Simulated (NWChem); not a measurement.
System meant: BGeH$_{5}$O$_{2}$; SMILES O[B](O)[GeH3]

Input file for NWChem:

```
start job
memory heap 200 mb stack 900 mb global 1100 mb
geometry units angstroms noautoz
  B     -0.000270    -1.069309     0.000929
  Ge     0.000078     1.024226    -0.002082
  H     -0.036688     1.591064    -1.438060
  H     -1.228041     1.604402     0.733477
  H      1.264375     1.603118     0.670719
  O      1.149393    -1.787886    -0.005498
  H      1.943318    -1.248318     0.009963
  O     -1.149618    -1.788461    -0.005599
  H     -1.944195    -1.249900     0.009834
end
basis spherical
  B library def2-svp
  Ge library def2-svp
  H library def2-svp
  O library def2-svp
end
dft
  xc pbe0
  iterations 4
  mulliken
end
task dft energy
```

End of the output:

```
    Atom       Charge   Shell Charges
 -----------   ------   -------------------------------------------------------
    1 B    5     5.26   1.96  0.51  0.28  1.42  0.68  0.41
    2 Ge  32    31.86   2.00  2.00  1.94  0.74  0.35  5.99  5.83  1.50  1.32  7.79  2.04  0.37
    3 H    1     1.05   0.60  0.42  0.03
    4 H    1     1.05   0.61  0.42  0.03
    5 H    1     1.05   0.61  0.42  0.03
    6 O    8     7.97   1.97  0.84  0.55  2.70  1.88  0.02
    7 H    1     0.90   0.56  0.16  0.18
    8 O    8     7.97   1.97  0.84  0.55  2.70  1.88  0.02
    9 H    1     0.90   0.56  0.16  0.18

 center of mass
 --------------
 x =   0.00000977 y =   0.10387486 z =   0.00011546

 moments of inertia (a.u.)
 ------------------
         734.615699765384          -0.000000000000          -0.000000000000
          -0.000000000000         200.330881865247          -0.000000000000
          -0.000000000000          -0.000000000000         912.946626051014

     Multipole analysis of the density
     ---------------------------------

     L   x y z        total         alpha         beta         nuclear
     -   - - -        -----         -----         ----         -------
     0   0 0 0     -0.000000    -29.000000    -29.000000     58.000000

     1   1 0 0     -0.001929     -0.000964     -0.000964      0.000000
     1   0 1 0      0.485371      0.242685      0.242685      0.000000
     1   0 0 1      0.012282      0.006141      0.006141      0.000000

     2   2 0 0    -21.870966    -67.726579    -67.726579    113.582192
     2   1 1 0      0.004054     -0.000973     -0.000973      0.005999
     2   1 0 1     -0.000393     -0.000180     -0.000180     -0.000032
     2   0 2 0    -34.239468   -197.854788   -197.854788    361.470109
     2   0 1 1     -0.079699      0.009013      0.009013     -0.097724
     2   0 0 2    -27.488673    -19.201337    -19.201337     10.914001

 ------------------------------------------------------------------------
 dft energy failed                                                                                  0
 ------------------------------------------------------------------------
 ------------------------------------------------------------------------
  current input line :
    25: task dft energy
 ------------------------------------------------------------------------
 ------------------------------------------------------------------------
 This type of error is most commonly associated with calculations not reaching convergence criteria
 ------------------------------------------------------------------------
 For more information see the NWChem manual at https://nwchemgit.github.io

0:dft energy failed:Received an Error in Communication
```

Question: Can this run be used? If not, why, and what is the fix?

Answer: The run did not converge; its last values are not results. Cause: the SCF was allowed too few iterations. This input runs:
```
start job
memory heap 200 mb stack 900 mb global 1100 mb
geometry units angstroms noautoz
  B     -0.000270    -1.069309     0.000929
  Ge     0.000078     1.024226    -0.002082
  H     -0.036688     1.591064    -1.438060
  H     -1.228041     1.604402     0.733477
  H      1.264375     1.603118     0.670719
  O      1.149393    -1.787886    -0.005498
  H      1.943318    -1.248318     0.009963
  O     -1.149618    -1.788461    -0.005599
  H     -1.944195    -1.249900     0.009834
end
basis spherical
  * library def2-svp
end
dft
  xc pbe0
  iterations 150
  mulliken
end
task dft energy
```
It converges to -2254.54617 Ha (PBE0/def2-SVP).
